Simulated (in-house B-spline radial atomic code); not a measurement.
## Solving the quasi-particle equation for 2s of the fluorine ion F⁵⁺

Configuration [He] 2s2, start HSE06. Computed with an all-electron radial atomic-structure program (B-spline basis): all electrons, non-relativistic, point nucleus, each spin shell either full or empty, empty states to l = 9 with an (l + 1/2)⁻⁴ tail; G0W0 by contour deformation at full frequency.

At the mean-field level ε = -146.4 eV the matrix elements are Σx = -34.295 eV, v_xc = -26.554 eV and Σc(ε) = -3.385 eV, and the slope of the correlation self-energy is dΣc/dω = -0.0636. The quasi-particle energy solves E = ε + Σx − v_xc + Σc(E).

Q: What does the linearised equation give?

A: Z = 1/(1 − dΣc/dω) = 1/1.0636 = 0.9402. The first-order shift is Σx − v_xc + Σc(ε) = -34.295 − (-26.554) + (-3.385) = -11.126 eV, so E ≈ ε + Z × shift = -146.4 + 0.9402 × (-11.126) = -156.861 eV.

Q: How does that compare with the full solution and with static screening?

A: Solving the equation at full frequency dependence gives E = -156.951 eV, where Σc = -2.810 eV and the weight is 0.955; the linearised value is off by 90 meV. Leaving Z out would give -157.526 eV. Static COHSEX puts -6.959 eV in place of Σc and gives -161.100 eV, 4.15 eV deeper. The tabulated removal energy is 157.163 eV (NIST, measured); the run leaves out relativity, Breit and QED terms.
